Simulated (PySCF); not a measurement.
Cadmium: highly charged ions in a basis for the neutral atom

Cd⁹⁺ [Kr] 4d3, Cd¹⁰⁺ [Kr] 4d2. All numbers are calculated (PySCF 2.14, a scalar-relativistic core potential, in cc-pVDZ-PP with ECP28MDF (4s4p3d1f, 38 functions)). No spin-orbit coupling, so a gap to NIST mixes the basis error with missing relativistic terms.

Changed run: basis of the neutral atom used for a highly charged ion. This setting is unsound on purpose.

```
species  method  sound run (hartree)  changed run (hartree)  converged
   Cd⁹⁺     UHF              not run             -142.84260        yes
   Cd⁹⁺     LDA              not run             -142.93831        yes
   Cd⁹⁺    TPSS              not run             -143.29355        yes
  Cd¹⁰⁺     UHF              not run             -136.44957        yes
  Cd¹⁰⁺     LDA              not run             -136.53526        yes
  Cd¹⁰⁺    TPSS              not run             -136.89411        yes
```

Ionisation energy of Cd⁹⁺:

| method | changed run (eV) | NIST (eV) |
| --- | --- | --- |
| UHF | 173.96 | 173 ± 2.2 |
| LDA | 174.24 | 173 ± 2.2 |
| TPSS | 174.14 | 173 ± 2.2 |

The contracted functions were made for the neutral atom and can be too rigid for a highly charged ion.
